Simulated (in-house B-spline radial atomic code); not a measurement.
Inner levels of potassium as electrons are removed. A shift is the extra binding of the orbital against the neutral atom ([Ar] 4s1). The density at the nucleus is averaged over the nuclear charge. Computed with an all-electron radial atomic-structure program (B-spline basis): Dirac-Hartree-Fock, jj configuration that fills j = l - 1/2 first, finite nuclei.

A number in brackets counts the electrons of a j subshell.

```
 ion               configuration  shift of 1s1/2 (eV)  radius of 1s1/2 (bohr)  Σ<r²> (bohr²)  change of density at nucleus (bohr⁻³)
   K                    [Ar] 4s1                    0                0.080961         50.944                                      -
  K+                [Ne] 3s2 3p6               5.9886                0.080961         19.479                               -0.86679
 K2+  [Ne] 3s2 3p1/2(2) 3p3/2(3)               23.703                0.080957         15.591                                 2.3782
 K3+  [Ne] 3s2 3p1/2(2) 3p3/2(2)               43.658                0.080952         12.442                                 6.1999
 K4+  [Ne] 3s2 3p1/2(2) 3p3/2(1)               65.751                0.080946          9.813                                 10.581
 K5+           [Ne] 3s2 3p1/2(2)               89.914                0.080938         7.5751                                 15.514
 K6+           [Ne] 3s2 3p1/2(1)               116.08                0.080927         5.6347                                 20.925
 K7+                    [Ne] 3s2               144.31                0.080915         3.9518                                 26.905
 K8+                    [Ne] 3s1               173.99                0.080913         2.5205                                 -0.922
 K9+                [He] 2s2 2p6               205.23                 0.08091         1.2296                                -32.824
K10+  [He] 2s2 2p1/2(2) 2p3/2(3)               288.52                0.080814         1.0268                                -11.012
K11+  [He] 2s2 2p1/2(2) 2p3/2(2)               376.29                0.080706        0.84595                                 12.302
K12+  [He] 2s2 2p1/2(2) 2p3/2(1)               468.48                0.080585        0.68406                                 37.134
K13+           [He] 2s2 2p1/2(2)               565.07                0.080451        0.53858                                   63.5
K14+           [He] 2s2 2p1/2(1)               666.45                0.080301        0.40756                                 91.019
K15+                    [He] 2s2               772.35                0.080137        0.28969                                 120.11
K16+                    [He] 2s1               866.55                 0.08012        0.14898                                -117.66
K17+                         1s2               963.43                0.080035       0.017152                                -373.72
K18+                         1s1              1284.27                0.078439      0.0082169                                -2673.6
```
